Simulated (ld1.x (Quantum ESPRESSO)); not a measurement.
**Co: variants of one ultrasoft potential**

Base potential:

- Element: Co (Z = 27)
- Generator: ld1.x (Quantum ESPRESSO) 7.5
- Type: ultrasoft
- Functional: LDA (PZ)
- Relativity: scalar-relativistic
- Frozen core: [Ar]
- Valence charge: 9
- Reference configuration: 3d7 4s2 4p0
- Partial waves: 4s (bound): rcut 1.80, rcutus 2.45 bohr; 4s channel at 1.3 Ry: rcut 1.80, rcutus 2.45 bohr; 4p (bound, empty): rcut 3.10, rcutus 3.55 bohr; 4p channel at 2.05 Ry: rcut 3.10, rcutus 3.55 bohr; 3d (bound): rcut 1.45, rcutus 1.55 bohr; 3d channel at 2.1 Ry: rcut 1.45, rcutus 1.55 bohr
- Local potential: all-electron potential smoothed inside 2.15 bohr (lloc = -1)
- Core correction: a·sin(br)/r model core inside 0.75 bohr
- Augmentation charge: PSQ, radius 1.10 bohr

All-electron outer shells of the reference configuration (LDA (PZ), scalar-relativistic, ld1.x):

```
shell  level (eV)  outermost node (bohr)  outermost maximum (bohr)
   3s     -101.87                   0.31                      0.67
   3p      -65.51                   0.28                      0.68
   3d       -8.46                      –                      0.66
   4s       -5.68                   0.96                      2.29
   4p       -1.39                   1.05                      3.21
```

Cutoffs, loose and tight: the cutoffs (Ry, on a coarse ladder) from which the occupation-weighted sum of valence levels, in a spherical-Bessel basis at the reference potential, stays within 10 and 1 mRy of its value at 400 Ry. They do not see the model core or the augmentation charge, which bear on the density cutoff. Test errors are all-electron minus pseudo excitation energies from the reference, over the configurations 3d7 4s1 4p0; 3d7 4s0 4p0; 3d6 4s0 4p0; 3d7.5 4s1.5 4p0; 3d8 4s1 4p0; 3d6 4s2 4p1; 3d7 4s0 4p2 (two spin-polarised tests are not counted in the largest error). A dash means not determined; rows that change the core or the reference have their own tests. The largest error is taken over the tests solved by every variant that gives reliable tests at all: 3d6 4s0 4p0; 3d7 4s0 4p0; 3d7 4s1 4p0; 3d7.5 4s1.5 4p0.

A true bound ghost makes a file unfit for plane-wave use even where its test errors are small: the radial tests pick states by their node count and pass the ghost by.

| change | outcome | cutoff, loose | cutoff, tight | bound ghosts | largest test error (meV) |
| --- | --- | --- | --- | --- | --- |
| base | generated | 45 Ry | 80 Ry | none | -215 |
| waves 3d (bound): rcut 1.45, rcutus 1.54 bohr; 3d channel at 2.1 Ry: rcut 1.45, rcutus 1.54 bohr | generated | 45 Ry | 80 Ry | none | -215 |
| local potential all-electron potential smoothed inside 1.86 bohr (lloc = -1) | generated | 45 Ry | 80 Ry | none | -215 |
| type PAW; local potential all-electron potential smoothed inside 1.40 bohr (lloc = -1); augmentation PSQ, radius 1.15 bohr | generated | 45 Ry | 80 Ry | s | -246 |
| waves 4s (bound): rcut 1.80, rcutus 3.78 bohr; 4s channel at 1.3 Ry: rcut 1.80, rcutus 3.78 bohr | generated | 45 Ry | 80 Ry | none | -215 |
| waves 4p (bound): rcut 3.10, rcutus 3.88 bohr; 4p channel at 2.05 Ry: rcut 3.10, rcutus 3.88 bohr | generated | 45 Ry | 80 Ry | none | -215 |
| all radii but the core radius scaled by about 1.18 (s 2.90, p 4.20, d 1.84 bohr, rcut 2.14/3.68/1.72); local potential all-electron potential smoothed inside 2.54 bohr (lloc = -1); augmentation PSQ, radius 1.30 bohr | generated | 35 Ry | 50 Ry | none | -262 |

Problem. What comes out with this change to the base: wave 3d channel at 2.1 Ry: rcut 1.45, rcutus 1.55 bohr becomes 3d channel at 3.13 Ry: rcut 1.45, rcutus 1.55 bohr?

Solution. outcome: generated; cutoff, loose: 45 Ry; cutoff, tight: 80 Ry; bound ghosts: none; largest test error (meV): -251.

Problem. What comes out with this change to the base: core [Ne] 3s2, valence charge 15; reference 3p6 3d7 4s2 4p0; waves now 4s (bound): rcut 2.10, rcutus 2.65 bohr; 4s channel at 1.3 Ry: rcut 2.10, rcutus 2.65 bohr; 3p (bound): rcut 1.15, rcutus 1.20 bohr; 4p (bound): rcut 1.15, rcutus 1.20 bohr; 3d (bound): rcut 1.70, rcutus 1.80 bohr; 3d channel at 2.1 Ry: rcut 1.70, rcutus 1.80 bohr; local potential all-electron potential smoothed inside 1.20 bohr (lloc = -1); core correction none?

Solution. outcome: generated; cutoff, loose: 60 Ry; cutoff, tight: 100 Ry; bound ghosts: s; largest test error (meV): -18.
